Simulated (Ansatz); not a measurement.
Species: C2H3ClSi, SMILES `C#C[SiH2]Cl` (charge 0, multiplicity 1), formula C$_{2}$H$_{3}$ClSi.

Question: How many basis functions does Ansatz (a program for electronic structure) with frozen-core CCSD(T)/def2-TZVPP // PBE0-D4/def2-TZVP use, how many core orbitals are frozen, and how many electrons are correlated?

Answer: 188 basis functions and 12 frozen orbitals, which leaves 22 correlated electrons. Core time is of the order of seconds.
